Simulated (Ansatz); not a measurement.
Species: sum formula BNH₃, net charge 0, doublet state. It need not be the lowest isomer of its formula. 
Coordinates optimised at B3LYP-D3(BJ)/def2-TZVP (Ansatz, a first-principles code):
SMILES: [BH]N
```xyz
5

B     -0.8557    -0.0049    -0.0224
N      0.5158    -0.1008     0.0086
H     -1.4780     1.0104     0.0090
H      1.1355     0.6983     0.0620
H      1.0102    -0.9785    -0.0196
```
Charge 0, spin multiplicity 2.

Basis-set convergence of Hartree-Fock and CCSD correlation energies (hartree) with Ansatz. Correlated levels leave the core frozen unless marked. UHF or UKS for open shells. No spin-orbit coupling. No relativistic terms.

| basis | functions | E(HF) | E(corr, CCSD) |
|---|---|---|---|
| aug-cc-pVDZ | 73 | -80.86585 | -0.27275 |
| aug-cc-pVTZ | 161 | (withheld) | (withheld) |

Q: What belongs in the gaps?

A: 
- aug-cc-pVTZ, E(HF): -80.88669
- aug-cc-pVTZ, E(corr, CCSD): -0.31995
